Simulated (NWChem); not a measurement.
Si2H3Br, singlet; SMILES [Si]([SiH3])Br

Results from NWChem. Pople sets run with spherical d functions. Low-valent species are run as closed-shell singlets; no triplet was tried in these runs. The geometry was optimised at PBE0/def2-SVP.

Q: Estimate the computed values for B97-2/6-31G*. Quantities: highest occupied level (eV); orbital gap (eV); dipole (D).

A: 
- highest occupied level (eV) = -6.32
- orbital gap (eV) = 2.92
- dipole (D) = 1.08
